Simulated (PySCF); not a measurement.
Computed properties of H7NO2Si2, SMILES N[Si@H](O)O[SiH3]

H7NO2Si2, SMILES N[Si@H](O)O[SiH3]. Coordinates come from a PBE0-D3(BJ)/def2-SVP optimisation. The structure was generated by enumeration; whether it is a known compound was not checked. One conformer was computed; it need not be the lowest. All values are computed for the isolated molecule unless a solvent is named; none is compared with measurement here.

**Structure.** All 30 harmonic modes at PBE0-D3(BJ)/def2-SVP (PySCF) are real, so it is a minimum. With heavy atoms numbered as in [NH2:1][Si@H:2]([OH:3])[O:4][SiH3:5], the shortest bond between them is Si2–O4 at 1.655 Å and the longest N1–Si2 at 1.714 Å.

**Vibrations.** The strongest infrared lines (harmonic, unscaled, degenerate partners summed) lie at 1085 cm⁻¹ (409 km/mol, O 70 %, Si 18 %, H 11 %), 998 cm⁻¹ (310 km/mol, H 76 %, Si 17 %), 967 cm⁻¹ (298 km/mol, H 47 %, Si 32 %, O 12 %, N 9 %). The softest mode is at 40 cm⁻¹ and the zero-point energy is 50.2 kcal/mol.

**Electronic structure.** r2SCAN/def2-TZVP (PySCF) places the frontier levels at -6.72 and 0.01 eV, a gap of 6.73 eV, and gives a dipole moment of 2.26 D and a mean polarisability of 63.3 bohr³. PBE/def2-TZVP (PySCF) at the same geometry gives -6.40 and -0.48 eV, so its gap is 0.81 eV narrower. An orbital gap is neither the optical nor the fundamental gap.

**Excitations.** TDA-ωB97X/def2-SVPD (PySCF) has S1 at 7.41 eV (167 nm, f = 0.069, bright); the most intense of the 10 singlets computed lies at 9.16 eV (f = 0.08). T1 (TDA) is at 7.16 eV, 0.25 eV under S1. TDA-PBE/def2-SVPD (PySCF) puts S1 at 5.89 eV. No vertical singlet excitation falls in the visible range (under 3.1 eV).

**NMR.** GIAO shifts at PBE0/pcSseg-1 (PySCF) (non-relativistic, atoms alike by connectivity averaged): ¹H from 1.2 to 5.3 ppm against TMS; ²⁹Si from -42.9 to -39.5 ppm against TMS.

**Solvation.** SMD-ωB97X/6-31G* (PySCF) gives -5.2 kcal/mol in water, -5.6 kcal/mol in acetonitrile, -4.2 kcal/mol in chlorobenzene (1 M in both phases, gas-phase geometry); of these solvents acetonitrile holds the molecule best.
